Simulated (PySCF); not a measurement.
## Relaxation of doublet HZrO

These are results of UPBE0/[Zr def2-TZVP with ECP28, O def2-TZVP, H def2-TZVP], scalar-relativistic core potentials, density fitting, no spin–orbit coupling, PySCF, not measurements. A (50,194) grid was used.

A hand-made bent start, of Cs symmetry, held to at least that symmetry:

```xyz
3
charge 0 multiplicity 2, angstrom
Zr    0.2111    0.0000   -0.1680
O    -1.2961    0.0000    0.8874
H     1.7347    0.0000    0.8989
```

Optimiser trace:
```csv
step,E − E(last) (kJ/mol),largest gradient (Eh/bohr)
0,29.82,0.07197
1,1.33,0.00538
2,0.34,0.00192
3,0.02,0.00109
4,0.01,0.00067
5,0.00,0.00014
```

It ends at Cs with Zr–H 1.858 Å, Zr–O 1.720 Å; H–Zr–O 103.5° (after a last refinement on a finer grid). A frequency run shows a minimum.

Final geometry:
Coordinates in bohr (charge 0 multiplicity 2):
```
Zr    0.3501    0.0000   -0.3246
O    -2.1673    0.0000    1.7314
H     3.1428    0.0000    1.8026
```

Other spin states or occupations of the open shell can lie lower.

The relaxation took 9.7 s on 2 threads of a shared Arm Neoverse V1 host, with 77 basis functions and 6 gradients; the process peaked at 0.51 GiB.
